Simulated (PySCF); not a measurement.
Ligands exchanged one at a time, Sn Br-C2H5. All species are isolated molecules in the gas phase. One relaxed conformer stands for each flexible species; it need not be the lowest. Strings in code marks are SMILES.

The numbers are results of PySCF 2.14.0 with PBE-D3(BJ)/def2-TZVP // B3LYP-D3(BJ)/def2-SVP, not measurements. All candidates: neutral, multiplicity 1. Excitations are Tamm–Dancoff values on a coarser integration grid. The basis has no diffuse functions, so Rydberg states are missing or too high.

| Property | Result |
|---|---|
| S1 excitation (TDA) | 5.70 eV |
| HOMO–LUMO gap | 5.56 eV |
| HOMO | -5.83 eV |

Q: Name which member has these values.
A) `C[CH2][Sn]([CH2]C)([CH2]C)[CH2]C`
B) `[Br][Sn]([Br])([Br])[Br]`
C) `C[CH2][Sn]([Br])([Br])[CH2]C` (C–C–Sn–Br torsion 165°, Br–Sn–C–C torsion -58°)

A: A, `C[CH2][Sn]([CH2]C)([CH2]C)[CH2]C`. The others give `[Br][Sn]([Br])([Br])[Br]`: 3.17 eV, 3.03 eV, -7.61 eV; `C[CH2][Sn]([Br])([Br])[CH2]C` (C–C–Sn–Br torsion 165°, Br–Sn–C–C torsion -58°): 4.67 eV, 4.28 eV, -6.53 eV
